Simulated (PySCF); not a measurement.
Stepwise substitution at one centre (Ge H-SiH3). Gas-phase values, no solvent. Strings in code marks are SMILES.

All values below come from PySCF with ωB97X-D3(BJ)/def2-TZVP // PBE0-D3(BJ)/def2-SVP. Delta-SCF ions had no search for a lower state. Excitations are Tamm–Dancoff values on a coarser integration grid. The basis has no diffuse functions, so Rydberg states are missing or too high.

```
species                                                  HOMO–LUMO gap (eV)  vertical ionisation energy (Delta-SCF) (eV)  dipole moment (D)  S1 excitation (TDA) (eV)  HOMO (eV)  S1 oscillator strength
-------------------------------------------------------  ------------------  -------------------------------------------  -----------------  ------------------------  ---------  ----------------------
0 of 4 H replaced by SiH3 (`[GeH4]`)                                  15.20                                        12.54               0.00                         –     -12.19                       –
1 of 4 H replaced by SiH3                                             12.86                                        10.56               0.11                      7.78     -10.61                   0.031
2 of 4 H replaced by SiH3                                             11.97                                         9.94               0.01                      7.18     -10.15                   0.181
3 of 4 H replaced by SiH3 (`[SiH3][GeH]([SiH3])[SiH3]`)               11.85                                         9.80               0.13                      6.88     -10.11                   0.000
```
